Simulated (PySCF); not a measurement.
Computed shifts of a molecule C2H8OSi2, KT2/pcSseg-1 run with PySCF, GIAO, gas phase, atoms alike by connectivity averaged where their shifts nearly agree, in ppm (number of nuclei): ¹³C: 152.2 (1), 89.1 (1). ²⁹Si: -21.2 (1), -108.7 (1). ¹H: 6.86 (1), 5.86 (1), 5.56 (1), 4.46 (1), 4.31 (1), 3.92 (3). References: ¹³C against TMS (σ = 185.1 ppm); ¹⁷O against H2O (σ = 330.4 ppm); ²⁹Si against TMS (σ = 361.9 ppm); ¹H against TMS (σ = 31.47 ppm), references at their B3LYP-D3(BJ)/def2-TZVP geometries, non-relativistic. Geometry: PBE0-D3(BJ)/def2-SVP. Other conformers were not sampled.

Pick the molecule that these values belong to.
A) C[SiH2]C(=O)[SiH3]
B) C=C[Si@H](O)[SiH3]
C) O[SiH2]/C=C/[SiH3]
D) C=CO[SiH2][SiH3]

D, C=CO[SiH2][SiH3]
